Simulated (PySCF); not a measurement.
## Diatomic cations of Br with the fifth-period p block

PBE0 with triple-zeta basis sets in PySCF, for the lowest determinant that a PBE0 search found; no spin–orbit coupling. De refers to high-spin ground-configuration atoms (the charge goes to the atom of lower measured ionisation energy or higher electron affinity, which is not always the lowest computed limit). A positive dipole points towards Br; it is taken about the centre of mass and depends on that origin.

```tsv
M	basis	charged atom	state (unpaired electrons)	Re (Å)	ωe (cm⁻¹)	De (eV)	μ (D)
In	def2-TZVPPD	In+	doublet (σ ↑)	2.457	220	0.62	-4.08
Sn	def2-TZVPPD	Sn+	singlet (closed shell)	2.401	301	3.91	-3.75
Sb	def2-TZVPPD	Sb+	doublet (π ↑)	2.378	317	3.43	-2.59
```

The shortest bond is that of SbBr⁺ (2.378 Å), the longest that of InBr⁺ (2.457 Å). SnBr⁺ is bound most strongly (3.91 eV) and InBr⁺ least (0.62 eV).

The state changes along the series, so neighbouring rows are not always alike in their bonding.

Spin–orbit coupling is left out, which matters for elements this heavy, above all for dissociation energies. For an ion De counts to the pair picked by the measured ionisation energies or electron affinities, which need not be the lowest pair at this level. States were picked by a PBE0 search and need not be the measured ground states.
